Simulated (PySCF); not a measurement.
B(CCH)(H)2 (C₂H₃B), SMILES BC#C. Heavy atoms are numbered as in [BH2:1][C:2]#[CH:3]. Hydrogens are named by the atom that carries them.

Geometry optimised at B3LYP-D3(BJ)/def2-TZVP.

The numbers are results of PBE0/pcSseg-2 (PySCF), not measurements.

GIAO shieldings, no solvent; atoms alike by connectivity are averaged. δ = σ(ref) − σ: ¹¹B against BF3 (σ = 88.8 ppm); ¹³C against TMS (σ = 186.1 ppm); ¹H against TMS (σ = 31.54 ppm), references at their B3LYP-D3(BJ)/def2-TZVP geometries, non-relativistic.

```json
[
 {"nucleus": "¹¹B", "atoms": "B1 (BH2)", "count": "1", "δ (ppm)": "61.7"},
 {"nucleus": "¹³C", "atoms": "C3 (CH)", "count": "1", "δ (ppm)": "150.3"},
 {"nucleus": "¹³C", "atoms": "C2", "count": "1", "δ (ppm)": "102.1"},
 {"nucleus": "¹H", "atoms": "H on B1", "count": "2", "δ (ppm)": "6.89"},
 {"nucleus": "¹H", "atoms": "H on C3", "count": "1", "δ (ppm)": "5.67"}
]
```
